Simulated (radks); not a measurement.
Q: The mean radii <r> (bohr) of the occupied orbitals of an atom or ion are listed with their occupations. Method: non-relativistic Kohn-Sham, Tao-Mo meta-GGA, spin-unpolarised, spherical densities, point nucleus; meta-GGA in the generalised Kohn-Sham scheme; computed with a radial shooting solver on a logarithmic mesh with Libxc functionals.

| orbital | occ. | <r> |
|---|---|---|
| 1s | 2 | 0.05478 |
| 2s | 2 | 0.2478 |
| 2p | 6 | 0.2166 |
| 3s | 2 | 0.7443 |
| 3p | 6 | 0.7740 |
| 3d | 7 | 0.9040 |
| 4p | 1 | 2.696 |

Name the element and its charge.

A: Z = 28, nickel, charge +2: Ni2+ in [Ar] 3d7 4p1. The 1s radius gives Z: for a bare nucleus <r> = 1.5/Z, 0.05357 bohr for Z = 28, and screening makes it slightly larger (0.05478 here). The occupations add up to 26, and the charge is Z minus that.
